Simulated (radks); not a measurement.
Task: Excited configurations of V: one electron is placed in a higher orbital outside [Ar] 3d4. The ground configuration is [Ar] 3d3 4s2. All-electron calculation, scalar-relativistic Kohn-Sham, r2SCAN, spin-polarised, spherical densities, finite nucleus; open shells are filled with parallel spins first; meta-GGA in the generalised Kohn-Sham scheme; Fermi nuclear charge, rms radius 3.6002 fm. Program: a radial shooting solver on a logarithmic mesh with Libxc functionals. Excitation = E - E(ground); binding = E(ion) - E, where the ion is the core of charge +1; n* = 1/sqrt(2 binding) in atomic units, and the quantum defect is n - n*.

| outer orbital | excitation (eV) | binding (eV) | n* | quantum defect | eigenvalue (eV) | <r> (bohr) |
|---|---|---|---|---|---|---|
| 5s | 3.210 | 2.343 | 2.410 | 2.590 | -1.429 | 9.099 |
| 5p | 3.859 | 1.694 | 2.834 | 2.166 | -1.009 | 11.87 |
| 5d | 4.625 | 0.928 | 3.828 | 1.172 | -0.524 | 20.28 |
| 6d | 4.937 | 0.617 | 4.698 | 1.302 | -0.377 | 32.90 |
| 7d | 5.116 | 0.437 | 5.577 | 1.423 | -0.280 | 48.08 |

Estimate the row for 4p.

Result: excitation (eV) 1.778; binding (eV) 3.776; n* 1.898; quantum defect 2.102; eigenvalue (eV) -1.923; <r> (bohr) 4.853. The Delta-SCF ionisation energy is 5.553 eV (NIST Atomic Spectra Database: 6.746 eV, measured). Self-interaction in the functional shifts the binding energies and quantum defects, so they are the method's values and not measured ones. Open shells are spherical and high-spin; term and fine-structure splittings are not resolved.
